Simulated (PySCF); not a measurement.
This PySCF input asks for the NMR shieldings of `CCCc1c(C(F)(F)F)c1=O`, C$_{7}$H$_{7}$F$_{3}$O; the geometry comes from GFN2-xTB.

```python
import basis_set_exchange as bse
import numpy as np
from pyscf import gto, dft
from pyscf.prop import nmr

atoms = """
C     2.580123   -0.238707   -0.398143
C     1.650052    0.735107    0.313178
C     0.386173    1.045371   -0.504620
C    -0.463527   -0.135702   -0.653496
C    -1.732005   -0.618559   -0.599057
C    -3.135259   -0.211536   -0.360642
F    -3.968345   -1.244883   -0.221405
F    -3.250036    0.534090    0.755164
F    -3.607870    0.541603   -1.370511
C    -0.667136   -1.540858   -0.884113
O    -0.283831   -2.637483   -1.119226
H     2.901121    0.167351   -1.354858
H     2.089724   -1.191531   -0.575867
H     3.463283   -0.419981    0.209020
H     1.354858    0.325625    1.281086
H     2.172644    1.675854    0.494771
H    -0.184122    1.856280   -0.043700
H     0.685393    1.364279   -1.508756
"""
names = dict.fromkeys(["C", "F", "O", "H"], "pcSseg-1")
basis = {el: gto.basis.parse(bse.get_basis(n, elements=[el], fmt="nwchem")) for el, n in names.items()}
mol = gto.M(atom=atoms, basis=basis, charge=0, verbose=0)
mf = dft.RKS(mol, xc="PBE0")
mf.grids.level = 2
mf.grids.alignment = dft.numint.BLKSIZE   # the property module wants whole blocks of grid points
mf.conv_tol = 1e-9
mf.kernel()

calc = nmr.RKS(mf)   # GIAO
C = mf.mo_coeff
Co = C[:, mf.mo_occ > 0]
resp = mf.gen_response(singlet=True, hermi=2)
def vind(x):   # induced exchange potential for any number of trial vectors
    d = np.einsum("pi,xij,qj->xpq", C, 2 * x.reshape(-1, C.shape[1], Co.shape[1]), Co, optimize=True)
    return np.einsum("xpq,pi,qj->xij", resp(d - d.transpose(0, 2, 1)), C, Co, optimize=True).ravel()
mo1, _ = nmr.rhf.solve_mo1(calc, with_cphf=vind)
sigma = calc.kernel(mo1)
for i, s in enumerate(sigma):   # ppm
    w = np.linalg.eigvalsh((s + s.T) / 2)
    print("%2d %-2s iso %8.1f  s11 %8.1f  s22 %8.1f  s33 %8.1f" % (i, mol.atom_pure_symbol(i), w.mean(), *w))
```

Q: What does it print?

A: 
```
 0 C  iso    171.8  s11    157.9  s22    170.5  s33    187.0
 1 C  iso    162.6  s11    152.5  s22    165.1  s33    170.3
 2 C  iso    153.7  s11    142.1  s22    151.7  s33    167.5
 3 C  iso      4.1  s11   -128.5  s22    -39.3  s33    180.2
 4 C  iso     27.7  s11    -68.0  s22    -18.9  s33    169.8
 5 C  iso     60.9  s11     45.8  s22     54.5  s33     82.5
 6 F  iso    249.8  s11    176.2  s22    233.9  s33    339.3
 7 F  iso    242.5  s11    169.4  s22    219.5  s33    338.5
 8 F  iso    237.7  s11    163.0  s22    221.7  s33    328.4
 9 C  iso     39.4  s11    -78.1  s22     81.7  s33    114.5
10 O  iso     22.4  s11   -204.5  s22   -160.8  s33    432.5
11 H  iso     30.7  s11     27.0  s22     28.3  s33     36.8
12 H  iso     29.8  s11     24.6  s22     28.9  s33     35.8
13 H  iso     30.3  s11     25.8  s22     27.4  s33     37.8
14 H  iso     30.3  s11     25.9  s22     29.3  s33     35.7
15 H  iso     29.9  s11     24.4  s22     28.8  s33     36.5
16 H  iso     28.4  s11     23.1  s22     28.3  s33     33.8
17 H  iso     29.3  s11     25.6  s22     28.0  s33     34.5
```

These numbers come from an equivalent density-fitted implementation of the same equations, which agrees with the script to about 0.01 ppm for H and up to a few tenths of a ppm for heavy atoms, so last digits may differ.

Q: Turn these shieldings into chemical shifts. Referencing at the same level of theory: 13C (186.93 ppm), 1H (31.72 ppm) against TMS; 19F (170.95 ppm) vs CFCl3; H2O for 17O (336.08 ppm).

A: Averaging equivalent atoms: C 3: 182.8; C 4: 159.3; C 9: 147.5; C 5: 126.0; C 2: 33.2; C 1: 24.3; C 0: 15.1; F 6/7/8: -72.4; O 10: 313.7; H 16/17: 2.83; H 14/15: 1.62; H 11/12/13: 1.44 ppm. Unscaled 19F shifts against computed CFCl3 carry errors that often reach 10 to 50 ppm. Unscaled 17O shifts of doubly bonded oxygen tend to come out too high, by tens of ppm or more. Experimental scales use liquid or dissolved standards, which lie at an offset from isolated H2O (liquid H2O: subtract about 36 ppm).

Size and cost of the density-fitted run: 222 basis functions, 70 s wall time on 1 thread of an Arm Neoverse V1, shared host.
